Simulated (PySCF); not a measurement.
# Assignment exercise: C$_{3}$H$_{9}$BO

Structure with atom numbers: `[BH2:1][O:2][CH2:3][CH2:4][CH3:5]` (H(Xn): hydrogen on atom n).

A single conformation, equivalent nuclei averaged, non-relativistic Hamiltonian, no solvent model. Spin–spin couplings from B3LYP/pcJ-1 (spin–dipole term only in couplings to heteroatoms); geometry from PBE0-D3(BJ)/def2-SVP; GIAO PBE0/pcSseg-1 shieldings; PySCF 2.14.0 with density-fitted response routines.

δ = σ(ref) − σ, references computed at the same level: 13C (σ = 184.41 ppm) and 1H (σ = 31.27 ppm) against TMS.

(1) Assign these signals to the numbered atoms. 13C{1H} NMR (computed): δ 80.4, 29.3, 11.0.

(2) Assign these signals to the numbered atoms. 1H NMR (300 MHz, computed): δ 5.09 (br, 2H), 3.95 (t, J = 8.2 Hz, 2H), 1.61 (sext, J = 8.4 Hz, 2H), 0.93 (t, J = 8.5 Hz, 3H).

## Answers

(1) 
```tsv
δ (ppm)	atoms	environment	reason
80.4	C3	sp3 CH2 bonded to O	the inductive effect lowers its shielding
29.3	C4	sp3 CH2	a saturated carbon with 2 carbon neighbours and no heteroatom attached
11.0	C5	methyl carbon	aliphatic region, no heteroatom directly attached
```

(2) 
5.09 → H(B1), hydrogen on a boron bonded to O
3.95 → H(C3), hydrogen on an sp3 CH2 bonded to O: its carbon carries O, which withdraws density
1.61 → H(C4), hydrogen on an sp3 CH2
0.93 → H(C5), hydrogen on a methyl carbon: far from electronegative atoms and π systems

Hydrogens on boron are broadened and split by 11B (spin 3/2, 80 %) and 10B (spin 3). Multiplet labels drop couplings under 1 Hz and merge nearly equal ones. Unscaled 3J(H,H) at this level run about 10 % above measured values. Shifts are as computed. Against solution values, carbons near 30 ppm lie about +2 ppm off and those near 130 ppm about +5 ppm. Of 1313 compounds with measured shifts, 239 miss one by over three times the rms of a fit or turn the order of signals round; such compounds aren't used in these exercises. Across freely rotating sp3–sp3 bonds, 3J(H,H) is taken as (2 J gauche + J anti)/3 from the one conformer, which assumes equal rotamer populations.
